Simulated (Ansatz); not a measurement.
```yaml
crystal:
  periodic: [false, false, false]
  atoms:
    - {symbol: C, position_ang: [0.027678, 1.589888, 2.160133]}
    - {symbol: N, position_ang: [0.259800, 2.139730, 0.851581]}
    - {symbol: C, position_ang: [0.053177, 3.569371, 0.796327]}
    - {symbol: Zr, position_ang: [0.814650, 1.341371, -0.920842]}
    - {symbol: F, position_ang: [2.546690, 2.043553, -1.376590]}
    - {symbol: F, position_ang: [-0.510310, 1.863563, -2.226544]}
    - {symbol: N, position_ang: [0.972281, -0.660937, -0.653674]}
    - {symbol: C, position_ang: [-0.058892, -1.695826, -0.623813]}
    - {symbol: C, position_ang: [-1.419818, -1.007468, -0.634789]}
    - {symbol: C, position_ang: [0.087016, -2.525782, 0.649516]}
    - {symbol: C, position_ang: [0.068939, -2.601338, -1.847132]}
    - {symbol: H, position_ang: [0.692106, 2.041370, 2.911211]}
    - {symbol: H, position_ang: [0.208841, 0.513814, 2.158804]}
    - {symbol: H, position_ang: [-1.006070, 1.762758, 2.495080]}
    - {symbol: H, position_ang: [-0.977826, 3.843772, 1.060565]}
    - {symbol: H, position_ang: [0.732615, 4.107413, 1.471980]}
    - {symbol: H, position_ang: [0.233651, 3.960088, -0.214591]}
    - {symbol: H, position_ang: [1.897084, -1.077257, -0.593934]}
    - {symbol: H, position_ang: [-1.561454, -0.419408, -1.546882]}
    - {symbol: H, position_ang: [-1.530558, -0.345697, 0.230739]}
    - {symbol: H, position_ang: [-2.226328, -1.741764, -0.592044]}
    - {symbol: H, position_ang: [-0.674017, -3.309031, 0.697488]}
    - {symbol: H, position_ang: [-0.012186, -1.893184, 1.534210]}
    - {symbol: H, position_ang: [1.067874, -3.008252, 0.685185]}
    - {symbol: H, position_ang: [-0.041036, -2.020180, -2.765225]}
    - {symbol: H, position_ang: [1.049295, -3.085329, -1.866888]}
    - {symbol: H, position_ang: [-0.693199, -3.385228, -1.839859]}
basis:
  gaussian: {orbitals: cc-pVTZ-DK, nuclear_model: gaussian}
hamiltonian: {xc: {name: M06-2X}, dispersion: d4}
output: {forces: true}
```

```sh
$ ansatz run in.yaml --threads 11 --pin off --events-out ev --progress --plain --max-ram 110592MiB --backend cuda --devices 0, --max-vram 75GiB
```

**Question.** How does Ansatz answer? (An estimate is asked.)

**Answer.** Ansatz gave: The program refused the input.
```
Error: YAML parse error: error: line 33 column 19: hamiltonian.xc: no functional is named "M06-2X"; the names, which are not case-sensitive, are SVWN5, SPW92, PBE, PBE0, PBEsol, revPBE, revPBE0, RPBE, rPW86-PBE, HSE06, wPBEh, LC-wPBE, HISS, HF, BLYP, B3LYP, B3LYP5, BHLYP, CAM-B3LYP, r2SCAN, r2SCANh, r2SCAN0, r2SCAN50, m-r2SCAN, B97, wB97, wB97X, wB97X-V, B97M-V, wB97M-V, B2PLYP, B2GP-PLYP, PBE0-DH, PBE-QIDH
31 | basis:
32 |   gaussian: {orbitals: cc-pVTZ-DK, nuclear_model: gaussian}
33 | hamiltonian: {xc: {name: M06-2X}, dispersion: d4}
34 | output: {forces: true}
```

HSE06 is defined as in plane-wave codes.
